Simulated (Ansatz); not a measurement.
```xyz
12

C     1.4000    0.0000    0.0000
C     0.7000    1.2124    0.0000
C    -0.7000    1.2124    0.0000
C    -1.4000    0.0000    0.0000
C    -0.7000   -1.2124    0.0000
C     0.7000   -1.2124    0.0000
O     2.6500    0.0000    0.0000
H     1.2425    2.1521    0.0000
H    -1.2425    2.1521    0.0000
O    -2.6500    0.0000    0.0000
H    -1.2425   -2.1521    0.0000
H     1.2425   -2.1521    0.0000
```

Basis set: def2-TZVP (spherical functions). Charge 0, multiplicity 1.

Computed with Ansatz (development build ahead of 0.2.0); each method stands on the lowest determinant of its kind that the runs found. Restricted functionals stand beside restricted open-shell atoms, which can lie above the unrestricted atoms usual in DFT and then raise those values.

(1) Give the atomization energy at this shape (free ground-state atoms in the same class of orbitals less the molecule, no zero-point energy) of singlet C₆H₄O₂ by ωB97X (unrestricted), PBE0 (restricted), PBE0 (unrestricted), UHF, RHF.

Answers

(1)

```
              method  atomization energy
ωB97X (unrestricted)    1400.23 kcal/mol
   PBE0 (restricted)    1433.73 kcal/mol
 PBE0 (unrestricted)    1422.75 kcal/mol
                 UHF    1001.15 kcal/mol
                 RHF    1001.93 kcal/mol
```

Caution for UHF: the unrestricted determinant is a mixture of spin states. Caution for RHF: an unrestricted determinant lies well below.

The shape needn't be a minimum at these levels.
